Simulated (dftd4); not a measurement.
Cl$_{3}$Lu, singlet, at a GFN2-xTB geometry (such geometries of metal compounds can be far from the true shape); D4 for b97d (dftd4 4.2.0).

dftd4 was given this input:
```
$ dftd4 mol.xyz --func b97d --charge 0 --json dftd4.json --noedisp

# file mol.xyz
4

Lu     0.11745897     0.35785999     0.22337050
Cl     1.81101761    -0.79670120    -0.87104379
Cl    -0.88627084    -1.35131577     1.43586369
Cl    -1.41531070     0.65342525    -1.49772024
```

Output, abridged:

```
                    ____  _____ _____     ____  _  _
      -------------|  _ \|  ___|_   _|---|  _ \| || |------------
     |             | | | | |_    | | ___ | | | | || |_           |
     |             | |_| |  _|   | ||___|| |_| |__   _|          |
     |             |____/|_|     |_|     |____/   |_|            |
     |             ===================================           |
     |            E. Caldeweyher, S. Ehlert & S. Grimme          |
     |          Mulliken Center for Theoretical Chemistry        |
     |                    University of Bonn                     |
      -----------------------------------------------------------

Rational (Becke-Johnson) damping: b97d-D4-ATM
---------------------
  s6         1.0000
  s8         1.6946
  s9         1.0000
  a1         0.2890
  a2         4.1341
 alp        16.0000
--------------------

Dispersion energy:      -2.0849988968758E-02 Eh

[Info] JSON dump of results written to 'dftd4.json'
```
